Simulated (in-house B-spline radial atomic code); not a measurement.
PBE hybrid excitations of neutral barium

Method: PBE hybrid with 0.5 exact exchange. Computed with a B-spline radial code for spherical atoms: linear response of the closed shell [Xe] 6s2 with the functional's adiabatic kernel; scalar-relativistic (spin-free one-electron X2C), finite nucleus, no spin-orbit coupling, no double excitations, S, P, D and F terms only; shells from n = 4 respond.

Spin-orbit coupling is strong here, so these LS terms don't match observed levels.

Command:
```bash
python run_td.py task.json out
```
Settings (radii: box in bohr, nucleus in fm):
```
Z                        56
electrons                56
configuration            [Xe] 6s2
hamiltonian              x2c
method                   pbeh
box_radius               75
exact_exchange_fraction  0.5
rms_radius               4.8378
intervals                76
```

Cost of the run: 2.9 s on 1 thread of Arm Neoverse N1 (shared host).

The lowest states, in the order of their Tamm-Dancoff energies; the method's threshold (minus the highest occupied level) is 4.160 eV. Labels give the largest channel, * marks a mixed state, and oscillator strengths are full-response dipole values. Measured ¹D terms are left out, since they can mix with doubly excited terms. Semilocal kernels can invert the small singlet-triplet splittings of Rydberg terms. Energies in eV:

| state | full response | Tamm-Dancoff | oscillator strength | measured (J-weighted term) |
| --- | --- | --- | --- | --- |
| 6s → 5d 3D | 0.716 | 0.835 | - | 1.160 |
| 6s → 6p 3P | 1.126 | 1.311 | - | 1.622 |
| 6s → 5d 1D | 1.347 | 1.375 | - | - |
| 6s → 6p 1P | 2.349 | 2.467 | 2.06 | 2.239 |
| 6s → 7s 3S | 3.100 | 3.106 | - | - |
| 6s → 7s 1S | ? | ? | - | - |
| 6s → 7p 3P | ? | ? | - | - |
| 6s → 6d 1D | 3.579 | 3.583 | - | - |
| 6s → 6d 3D | 3.593 | 3.595 | - | - |
| 6s → 7p 1P | 3.614 | 3.629 | 0.0484 | 4.035 |

(1) Where does 6s → 7s 1S lie?

(2) Where does 6s → 7p 3P lie?

(3) How large is the singlet-triplet splitting of 6s → 5d (D terms) in Tamm-Dancoff?

(4) What polarisabilities and dispersion coefficient does the method give?

Answers

(1) At 3.267 eV in full response, 3.273 eV in Tamm-Dancoff.

(2) At 3.539 eV in full response, 3.544 eV in Tamm-Dancoff.

(3) 0.54 eV, from the unrounded values.

(4) Dipole 291.2 bohr³, quadrupole 9205 bohr⁵, C6 5921 hartree·bohr⁶ for two such species. Recommended dipole value: 272 ± 10 bohr³ (Schwerdtfeger and Nagle, table of static dipole polarizabilities (2023 update)), which includes relativity and correlation.
